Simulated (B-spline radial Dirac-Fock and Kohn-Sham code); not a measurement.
**Dipole and non-dipole photoemission parameters of Co 3d5/2**

System: neutral cobalt in the configuration 1s2 2s2 2p6 3s2 3p6 3d7 4s2; threshold 12.88 eV (orbital energy of the model). The computed values come from a B-spline atomic structure program: Dirac-Hartree-Slater photoionisation with a Latter tail; cross sections with all multipoles, angular parameters from the dipole term and its interference with E2.

For linearly polarised light dσ/dΩ = σ/(4π) [1 + β P₂(cos θ) + (δ + γ cos²θ) sin θ cos φ], with θ from the polarisation vector and φ the angle between the beam and the projection of the electron momentum on the plane normal to the polarisation.

| hν (eV) | σ (kb) | β | γ | δ |
| --- | --- | --- | --- | --- |
| 58.3 | 5230 | 0.386 | 0.002 | 0.012 |
| 62.4 | 5060 | 0.435 | 0.003 | 0.012 |
| 63.1 | 5030 | 0.443 | 0.003 | 0.012 |
| 84.8 | 4000 | 0.648 | 0.010 | 0.015 |
| 100 | 3330 | 0.755 | 0.015 | 0.016 |
| 112 | 2860 | 0.825 | 0.019 | 0.017 |
| 115 | 2750 | 0.841 | 0.020 | 0.017 |
| 130 | 2250 | 0.911 | 0.026 | 0.018 |
| 150 | 1740 | 0.986 | 0.035 | 0.020 |
| 209 | 869 | 1.123 | 0.064 | 0.024 |
| 349 | 235 | 1.227 | 0.147 | 0.033 |
| 416 | 142 | 1.231 | 0.188 | 0.038 |
| 657 | 35.1 | 1.174 | 0.318 | 0.052 |
| 759 | 22.0 | 1.138 | 0.364 | 0.059 |
| 796 | 18.8 | 1.125 | 0.379 | 0.061 |
| 822 | 16.9 | 1.115 | 0.390 | 0.063 |
| 929 | 11.2 | 1.076 | 0.429 | 0.070 |
| 1030 | 7.86 | 1.041 | 0.463 | 0.076 |
| 1253.6 | 3.95 | 0.969 | 0.525 | 0.091 |
| 1360 | 2.96 | 0.938 | 0.550 | 0.098 |
| 2520 | 0.298 | 0.705 | 0.734 | 0.172 |
| 2984.4 | 0.154 | 0.646 | 0.783 | 0.200 |
| 3580 | 0.0746 | 0.586 | 0.834 | 0.235 |
| 4000 | 0.0475 | 0.551 | 0.863 | 0.258 |
| 6740 | ? | ? | ? | ? |
| 8047.8 | 0.00249 | 0.357 | 0.981 | 0.452 |
| 12000 | 0.000432 | 0.279 | 1.001 | 0.603 |
| 13000 | 0.000303 | 0.266 | 1.004 | 0.638 |
| 14100 | 0.000211 | 0.254 | 1.007 | 0.674 |
| 15000 | 0.000160 | 0.244 | 1.010 | 0.703 |

Problem. Give the values at 6740 eV.

Solution. σ = 0.00535 kb, β = 0.400, γ = 0.963, δ = 0.395.
